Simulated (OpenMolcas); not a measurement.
**F3+: effect of the IPEA shift**

| Quantity | Value |
| --- | --- |
| Program | OpenMolcas 26.06 |
| Basis | ANO-RCC-VTZP [4s3p2d1f] |
| Scalar Hamiltonian | DKH2, point nucleus |
| Active space | 4 electrons in 4 orbitals (2s 2p) |
| State averaging | 2S+1 = 3 even, 6 roots (3 in the spin-orbit step); 2S+1 = 1 even, 6 roots kept (CI in the orbitals of an earlier block); 2S+1 = 5 odd, 1 root; 2S+1 = 3 odd, 9 roots kept (CI in the orbitals of an earlier block); 2S+1 = 1 odd, 8 roots kept (CI in the orbitals of an earlier block) |
| Spin-orbit coupling | RASSI with atomic mean-field integrals over the reference wave functions, term energies averaged over their components |

Methods on the same reference wave functions:
A. CASSCF
B. SS-CASPT2, IPEA 0 Eh, imaginary shift 0.1 Eh (closed shells correlated: 1s)
C. SS-CASPT2, IPEA 0.25 Eh, imaginary shift 0.1 Eh (closed shells correlated: 1s)

Energies in eV above 2s² 2p² ³P₀, the measured ground level; measured values from Moore, Atomic Energy Levels, vol. I, NSRDS-NBS 35 (1971 reprint of NBS Circular 467, 1949).

| Level | A | B | C | Measured |
| --- | --- | --- | --- | --- |
| 2s² 2p² ³P₀ | 0.0000 | 0.0000 | 0.0000 | 0.0000 |
| 2s² 2p² ³P₁ | 0.0268 | 0.0267 | 0.0267 | 0.0279 |
| 2s² 2p² ³P₂ | 0.0782 | 0.0781 | 0.0781 | 0.0761 |
| 2s² 2p² ¹D₂ | 3.3874 | 3.231 | 3.191 | 3.1295 |
| 2s² 2p² ¹S₀ | 6.2592 | 6.721 | 6.671 | 6.6386 |
| 2s 2p³ ⁵S°₂ | 7.8056 | 9.015 | 8.960 |  |
| 2s 2p³ ³D°₂ | 18.7752 | 18.287 | 18.285 | 18.3359 |
| 2s 2p³ ³D°₁ | 18.7753 | 18.287 | 18.285 | 18.3375 |
| 2s 2p³ ³D°₃ | 18.7759 | 18.287 | 18.285 | 18.3300 |
| 2s 2p³ ³P°₀ | 22.1688 | 21.858 | 21.840 |  |
| 2s 2p³ ³P°₁ | 22.1690 | 21.858 | 21.841 | 21.7272 |
| 2s 2p³ ³P°₂ | 22.1695 | 21.858 | 21.841 | 21.7266 |
| 2s 2p³ ¹D°₂ | 30.5375 | 28.615 | 28.668 |  |
| 2s 2p³ ³S°₁ | 31.3280 | 29.676 | 29.828 |  |
| 2s 2p³ ¹P°₁ | 33.9311 | 32.187 | 32.211 | 31.9123 |

Deviations, from unrounded energies. A percentage is the sum of absolute deviations over the sum of measured energies, with the sign that they share, or ± where signs differ.

| Against measurement | Levels | A | B | C |
| --- | --- | --- | --- | --- |
| mean absolute deviation (cm-1) | 10 | 3900 | 700 | 620 |
| fine structure of the ground term (%) | 2 | ±3.1 | ±3.1 | ±3.1 |
| other terms of the ground configuration (%) | 2 | ±6.5 | +1.9 | +1.0 |
| other configurations (%) | 6 | +3.2 | ±0.5 | ±0.5 |

C lies closest to measurement on these levels and A furthest from it. The largest miss of C in the table is 2s 2p³ ¹P°₁, by +2400 cm-1. The ranking rests on the paired levels alone, and a cruder setting can come out closer through cancelling errors.

Between B and C the level of the table that moves most is 2s 2p³ ³S°₁, by 1200 cm-1 (lowest in B, highest in C). Moves below CASPT2's spread within the term are not significant.

The mean deviations of B to C differ by less than CASPT2's widest spread within a term (120 cm-1), so their order carries little weight.

From A to B the spin-free energies of the other terms of 2s² 2p² shown, above ³P, scale by factors of 0.95 to 1.07.

The lowest spin-free term lies below A's lowest term by 0.079 hartree in B, 0.076 hartree in C.

CASPT2 does not keep the components of a term degenerate, so their means are used; among the terms shown or strongly mixed into the levels shown the widest spread is 120 cm-1 (2s 2p³ ³D°, C). Terms from blocks run as CI alone lack orbitals of their own. Computed and measured levels are paired by configuration, term and J; levels that our copy of the source lacks, or whose pairing is in doubt (as where it misses far off the trend of its configuration), stay unpaired and out of the deviations. Only configurations of the active space appear.

° marks odd parity.
